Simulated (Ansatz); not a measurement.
CH$_{4}$AlFO, SMILES `[OH][AlH][CH2]F`. Charge 0, multiplicity 1.

Cartesian coordinates in Å:
```
O -1.855 0.670 0.008
Al -0.193 0.676 -0.332
C 0.781 -0.906 0.340
F 2.139 -0.814 0.010
H -2.460 1.362 -0.250
H 0.484 1.866 -1.125
H 0.397 -1.843 -0.081
H 0.708 -1.010 1.430
```

(1) What are the harmonic wavenumbers in cm⁻¹ at PBE0-D4/def2-TZVP (Ansatz, finite differences of forces, unscaled)? (Estimate.)

(2) Is this a minimum?

(3) Give the ideal-gas thermochemistry at 298.15 K and 1 bar (rigid rotor, harmonic oscillator; point group Cs, symmetry number 1).

(4) And at 400, 500, 600, 800 and 1000 K?

Results:

(1) Ansatz gave: 46, 137, 265, 341, 441, 564, 634, 663, 687, 867, 1035, 1237, 1275, 1454, 1942, 3026, 3072, 3964.

(2) Yes, all 18 modes are real.

(3) Zero-point energy 129.5 kJ/mol; H(298) − E = 148.1 kJ/mol; entropy 325.0 J/(mol·K), of which translation 163.2, rotation 105.8, vibration 56.0; G(298) − E = 51.2 kJ/mol. Modes under 100 cm⁻¹ are hindered rotations or soft bends, so the harmonic entropy is rough.

(4) 
```
T (K)  H − E (kJ/mol)  S (J/mol/K)  G − E (kJ/mol)
  400           158.1        353.9            16.6
  500           169.3        378.7           -20.1
  600           181.4        400.8           -59.0
  800           207.9        438.8          -143.1
 1000           236.6        470.8          -234.2
```
